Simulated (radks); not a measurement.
Results of a calculation; reference values are marked as such.
Ionisation of the ruthenium ion Ru3+, [Kr] 4d5, to Ru4+, [Kr] 4d4, under several functionals. Dirac Kohn-Sham, spin-unpolarised, spherical densities, finite nucleus; open shells fill j = l - 1/2 first; a radial shooting solver on a logarithmic mesh with Libxc functionals.

| functional | E(Ru3+) (hartree) | Exc (hartree) | IE (eV) | -e(HOMO) (eV) | <r> HOMO (bohr) | IE error (eV) |
|---|---|---|---|---|---|---|
| revPBE | -4529.65351 | -132.82430 | 44.170 | 37.022 | 1.444 | -0.830 |
| exchange-only PBE | -4527.28600 | -130.40887 | 43.029 | 35.927 | 1.458 | -1.971 |
| BP86 | -4530.35779 | -133.53340 | 44.306 | 37.172 | 1.443 | -0.694 |
| XLYP | -4530.45280 | -133.61491 | 44.145 | 37.013 | 1.453 | -0.855 |
| LDA (Slater exchange, VWN5 correlation) | -4524.94706 | -128.04134 | 44.445 | 37.313 | 1.447 | -0.555 |

NIST Atomic Spectra Database: 45 eV (theoretical). Closest: LDA (Slater exchange, VWN5 correlation). The Delta-SCF values span 1.42 eV, the total energies 5.51 hartree. The highest occupied level is 4d5/2. Spin polarisation and multiplet splitting are left out, so open shells lie too high by an amount that depends on their filling.

Beside tabulated values, note that spin-unpolarised runs miss the spin-polarisation part of the exchange energy of open shells.
